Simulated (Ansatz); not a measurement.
Geometry optimisation, RKS B3LYP-D4/def2-SVP in Ansatz 0.2.0.

The input (input.yaml):

```yaml
crystal:
  periodic: [false, false, false]
  atoms:
    - { symbol: Sn, position_ang: [0.406692, 0.256756, -0.182239] }
    - { symbol: H, position_ang: [-1.110737, 0.361129, 2.336905] }
    - { symbol: O, position_ang: [1.587367, 0.100135, -1.76586] }
    - { symbol: H, position_ang: [1.859747, -0.821527, -1.893595] }
    - { symbol: O, position_ang: [-1.108484, 1.450525, -0.610619] }
    - { symbol: H, position_ang: [-1.441216, 1.274129, -1.503415] }
    - { symbol: O, position_ang: [-0.142336, -1.601354, 0.222742] }
    - { symbol: H, position_ang: [-0.553674, -1.666588, 1.097124] }
    - { symbol: O, position_ang: [1.384853, 1.05971, 1.325831] }
    - { symbol: H, position_ang: [2.217413, 1.461468, 1.035099] }
    - { symbol: H, position_ang: [-0.456428, 0.624918, 2.474627] }
basis:
  gaussian: { orbitals: def2-SVP }
hamiltonian:
  xc: b3lyp
  dispersion: d4
relax:
  f_tol: 0.03
  max_steps: 50
output:
  orbitals: {}
```

Run as:

```bash
$ ansatz run input.yaml --threads 4 --pin off --max-ram 5120MiB --backend cpu --events-out ev --progress --plain --runs-dir out
```

Task: Where does it end, and by what steps?

Result: The forces met the threshold. The force dipped under the threshold on the way, but the program's further checks kept it going. After 21 steps the energy has fallen by 0.121 eV; H2 moved furthest, 1.26 Å.

```json
{"step": "0", "energy less start (eV)": "0.0000", "largest force component (eV/Å)": "1.640", "accepted": "yes"}
{"step": "1", "energy less start (eV)": "-0.0572", "largest force component (eV/Å)": "0.039", "accepted": "yes"}
{"step": "2", "energy less start (eV)": "-0.0624", "largest force component (eV/Å)": "0.027", "accepted": "yes"}
{"step": "3", "energy less start (eV)": "-0.0646", "largest force component (eV/Å)": "0.089", "accepted": "yes"}
{"step": "4", "energy less start (eV)": "-0.0628", "largest force component (eV/Å)": "0.621", "accepted": "no"}
{"step": "5", "energy less start (eV)": "-0.0691", "largest force component (eV/Å)": "0.081", "accepted": "yes"}
{"step": "6", "energy less start (eV)": "-0.0705", "largest force component (eV/Å)": "0.474", "accepted": "yes"}
{"step": "7", "energy less start (eV)": "-0.0808", "largest force component (eV/Å)": "0.158", "accepted": "yes"}
{"step": "8", "energy less start (eV)": "-0.0936", "largest force component (eV/Å)": "0.115", "accepted": "yes"}
{"step": "9", "energy less start (eV)": "-0.0966", "largest force component (eV/Å)": "0.120", "accepted": "yes"}
{"step": "10", "energy less start (eV)": "-0.0549", "largest force component (eV/Å)": "2.014", "accepted": "no"}
{"step": "11", "energy less start (eV)": "-0.1027", "largest force component (eV/Å)": "0.074", "accepted": "yes"}
{"step": "12", "energy less start (eV)": "-0.1062", "largest force component (eV/Å)": "0.311", "accepted": "yes"}
{"step": "13", "energy less start (eV)": "-0.1086", "largest force component (eV/Å)": "0.507", "accepted": "yes"}
{"step": "14", "energy less start (eV)": "-0.1132", "largest force component (eV/Å)": "0.089", "accepted": "yes"}
{"step": "15", "energy less start (eV)": "-0.1153", "largest force component (eV/Å)": "0.027", "accepted": "yes"}
{"step": "16", "energy less start (eV)": "-0.1175", "largest force component (eV/Å)": "0.137", "accepted": "yes"}
{"step": "17", "energy less start (eV)": "-0.1189", "largest force component (eV/Å)": "0.104", "accepted": "yes"}
{"step": "18", "energy less start (eV)": "-0.1199", "largest force component (eV/Å)": "0.058", "accepted": "yes"}
{"step": "19", "energy less start (eV)": "-0.1204", "largest force component (eV/Å)": "0.044", "accepted": "yes"}
{"step": "20", "energy less start (eV)": "-0.1205", "largest force component (eV/Å)": "0.033", "accepted": "yes"}
{"step": "21", "energy less start (eV)": "-0.1206", "largest force component (eV/Å)": "0.010", "accepted": "yes"}
```

```xyz
11
Properties=species:S:1:pos:R:3
Sn 0.393 0.271 -0.437
H -0.652 -0.175 3.378
O 1.633 -0.224 -1.895
H 1.965 -1.127 -1.777
O -0.813 1.666 -1.147
H -1.016 1.522 -2.084
O -0.457 -1.404 0.173
H -0.713 -1.333 1.106
O 1.231 1.079 1.168
H 1.214 2.047 1.124
H -0.143 0.175 2.929
```

Run time: 42 s on 4 threads of Arm Neoverse V1, on a shared host, peak memory 0.28 GiB.
